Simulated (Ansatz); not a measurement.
Ni₃H₄. Charge 0, multiplicity 1. Geometry r2SCAN-D4/def2-SVP; atoms count from 1.

Cartesian coordinates in Å:
```
Ni 1.100 -0.500 0.306
Ni -0.852 0.504 0.990
Ni -0.342 0.016 -1.199
H 1.158 -0.737 -1.364
H -0.526 -0.847 0.219
H -1.225 1.121 -0.471
H 0.687 0.442 1.520
```

The restricted singlet is unstable towards broken spin symmetry at other levels; at PBE0-D4/def2-TZVP this wasn't settled. The structure comes from a short search, and lower isomers may exist.

**Question.** Estimate the Mulliken populations from the PBE0/def2-TZVP orbitals of Ansatz.

**Answer.** 
```
atom  charge (e)  d electrons
 Ni1        0.08         9.01
 Ni2        0.04         9.16
 Ni3        0.08         9.01
  H4       -0.16            –
  H5        0.10            –
  H6       -0.07            –
  H7       -0.07            –
```
Mulliken values depend strongly on the basis.

**Question.** And the Mayer bond orders between heavy atoms (over 0.3)?

**Answer.** Ni1–Ni2 0.58 (2.30 Å); Ni1–Ni3 0.70 (2.15 Å); Ni2–Ni3 0.58 (2.30 Å).
